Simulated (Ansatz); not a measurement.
Frontier orbitals of CH₅Cl₂GaO, SMILES `[CH3][Ga-]([OH2+])([Cl])[Cl]`.

| atom | x (Å) | y (Å) | z (Å) |
| --- | --- | --- | --- |
| C1 | 1.252 | -0.999 | 0.504 |
| Ga2 | -0.524 | -0.346 | 0.048 |
| O3 | -0.346 | 1.661 | -0.608 |
| Cl4 | -1.504 | -0.947 | -1.807 |
| Cl5 | -1.955 | 0.207 | 1.600 |
| H6 | 1.684 | -0.390 | 1.300 |
| H7 | 1.902 | -0.966 | -0.371 |
| H8 | 1.187 | -2.031 | 0.851 |
| H9 | -0.751 | 1.659 | -1.487 |
| H10 | -0.944 | 2.153 | -0.029 |

The species carries charge 0 and has multiplicity 1. Correlated methods include outer-core shells of Ga, which these sets cover unevenly. Scalar relativity is left out up to krypton. Geometry: relaxed with PBE0-D4/def2-TZVP. It is one conformer, not always the lowest. Basis def2-TZVPP, Ansatz.

| functional | HOMO (eV) | LUMO (eV) | gap (eV) |
| --- | --- | --- | --- |
| PBE | -7.02 | -1.20 | 5.82 |
| revPBE | -6.96 | -1.10 | 5.86 |
| B97M-V | -7.41 | -0.97 | 6.44 |
| PBE0 | -8.33 | -0.31 | 8.02 |
| r2SCANh | -7.82 | -0.37 | 7.45 |
| BHLYP | -9.50 | 0.38 | 9.88 |
| LC-ωPBE | -11.05 | 1.87 | 12.92 |
| ωB97M-V | -10.52 | 1.26 | 11.78 |
| HF | -11.34 | 2.56 | 13.90 |

A quarter of exact exchange (PBE0) shifts PBE's HOMO by −1.31 eV and its LUMO by +0.89 eV; full exchange at long range (ωB97M-V) shifts them by −3.50 and +2.46 eV. The gap opens from 5.81 to 11.78 eV, since occupied levels lose self-interaction and empty ones feel all the electrons. A positive LUMO is unbound and depends on the basis.

LC-ωPBE has ω = 0.4 bohr⁻¹.
